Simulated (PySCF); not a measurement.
A run for PySCF: U-B3LYP/6-31G* on MgO, a point of a bond scan (R = 2.087 Å).

```python
from pyscf import gto, scf, dft, mp
from pyscf.data.elements import chemcore

mol = gto.M(
    atom='''
    Mg   -0.00000000   -0.00000000   -0.69577288
    O     0.00000000    0.00000000    1.39154576
    ''',
    basis='6-31g*',
    cart=True,
    charge=0, spin=0, verbose=3, max_memory=1800)
mf = dft.UKS(mol, xc='b3lyp')
mf.conv_tol = 1e-8
mf.max_cycle = 100
mf.init_guess_breaksym = True
mf.kernel()
if not mf.converged:
    mf = mf.newton().run(mf.mo_coeff, mf.mo_occ)
for _ in range(4):
    mo, _, stable, _ = mf.stability(return_status=True)
    if stable:
        break
    mf.kernel(mf.make_rdm1(mo, mf.mo_occ))
```

It printed:

```
converged SCF energy = -275.186304187164  <S^2> = 7.5115025e-11  2S+1 = 1
<class 'pyscf.dft.uks.UKS'> wavefunction has an internal instability
converged SCF energy = -275.197494255234  <S^2> = 0.6877229  2S+1 = 1.9367219
<class 'pyscf.dft.uks.UKS'> wavefunction has an internal instability
converged SCF energy = -275.213225127652  <S^2> = 1.004185  2S+1 = 2.239808
<class 'pyscf.dft.uks.UKS'> wavefunction is stable in the internal stability analysis
```

Self-consistency was reached. Its determinant has ⟨S²⟩ = 1.00, a mixture of spin states.

Cost: roughly 30 core-seconds.
